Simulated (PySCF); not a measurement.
A PySCF script (with the pyscf-properties extension) for the NMR shieldings of `InChI=1S/C3H12F2SSi3/c1-6-9(5)3(4)8-2-7/h3,9H,2,8H2,1,7H3/t3-,9+/m0/s1`, on a GFN2-xTB geometry:

```python
import basis_set_exchange as bse
import numpy as np
from pyscf import gto, dft
from pyscf.prop import nmr

atoms = """
C     4.145801    0.526044   -0.731251
S     2.569246   -0.355107   -0.978510
Si    1.831566   -0.313162    1.021765
F     2.090769    1.181890    1.580722
C    -0.031473   -0.634819    0.942148
F    -0.448940   -1.118534    2.189941
Si   -1.126327    0.893964    0.512224
C    -2.915391    0.292085    0.358988
Si   -3.289963   -0.826778   -1.134509
H     4.567731    0.696115   -1.715400
H     3.957370    1.471479   -0.235098
H     4.815762   -0.089424   -0.140503
H     2.590518   -1.140582    1.940106
H    -0.234409   -1.451008    0.242946
H    -0.968822    1.846357    1.615761
H    -0.618296    1.450884   -0.744950
H    -3.189582   -0.237792    1.271773
H    -3.566411    1.164571    0.310002
H    -2.535443   -2.079347   -1.048743
H    -4.722882   -1.137454   -1.149552
H    -2.929744   -0.122438   -2.366566
"""
names = dict.fromkeys(["C", "S", "Si", "F", "H"], "pcSseg-1")
basis = {el: gto.basis.parse(bse.get_basis(n, elements=[el], fmt="nwchem")) for el, n in names.items()}
mol = gto.M(atom=atoms, basis=basis, charge=0, verbose=0)
mf = dft.RKS(mol, xc="PBE0")
mf.grids.level = 2
mf.grids.alignment = dft.numint.BLKSIZE   # the property module wants whole blocks of grid points
mf.conv_tol = 1e-9
mf.kernel()

calc = nmr.RKS(mf)   # GIAO
C = mf.mo_coeff
Co = C[:, mf.mo_occ > 0]
resp = mf.gen_response(singlet=True, hermi=2)
def vind(x):   # induced exchange potential for any number of trial vectors
    d = np.einsum("pi,xij,qj->xpq", C, 2 * x.reshape(-1, C.shape[1], Co.shape[1]), Co, optimize=True)
    return np.einsum("xpq,pi,qj->xij", resp(d - d.transpose(0, 2, 1)), C, Co, optimize=True).ravel()
mo1, _ = nmr.rhf.solve_mo1(calc, with_cphf=vind)
sigma = calc.kernel(mo1)
for i, s in enumerate(sigma):   # ppm
    print("%2d %-2s %9.2f" % (i, mol.atom_pure_symbol(i), np.trace(s) / 3))
```

**Question.** Give the expected output.

**Answer.** 
```
 0 C     175.54
 1 S     670.95
 2 Si    327.74
 3 F     360.56
 4 C     101.09
 5 F     481.39
 6 Si    391.10
 7 C     202.18
 8 Si    424.15
 9 H      29.65
10 H      29.36
11 H      29.56
12 H      25.79
13 H      26.71
14 H      26.96
15 H      27.28
16 H      31.43
17 H      31.89
18 H      27.67
19 H      27.55
20 H      27.81
```

These numbers come from an equivalent density-fitted implementation of the same equations, which agrees with the script to about 0.01 ppm for H and up to a few tenths of a ppm for heavy atoms, so last digits may differ.

**Question.** Turn these shieldings into chemical shifts. References, each an isolated molecule treated in the same way: 13C (186.93 ppm), 29Si (349.16 ppm), 1H (31.72 ppm) against TMS; 33S (503.73 ppm) vs CS2; 19F (170.95 ppm) against CFCl3.

**Answer.** Averaging equivalent atoms: C 4: 85.8; C 0: 11.4; C 7: -15.3; S 1: -167; Si 2: 21.4; Si 6: -41.9; Si 8: -75.0; F 3: -189.6; F 5: -310.4; H 12: 5.93; H 13: 5.01; H 14: 4.75; H 15: 4.44; H 18/19/20: 4.04; H 9/10/11: 2.19; H 16: 0.28; H 17: -0.18 ppm. Unscaled 19F shifts against computed CFCl3 carry errors that often reach 10 to 50 ppm.

Size and cost of the density-fitted run: 241 basis functions, 100 s wall time on 1 thread of an Arm Neoverse N1, shared host; peak memory 1.1 GiB.
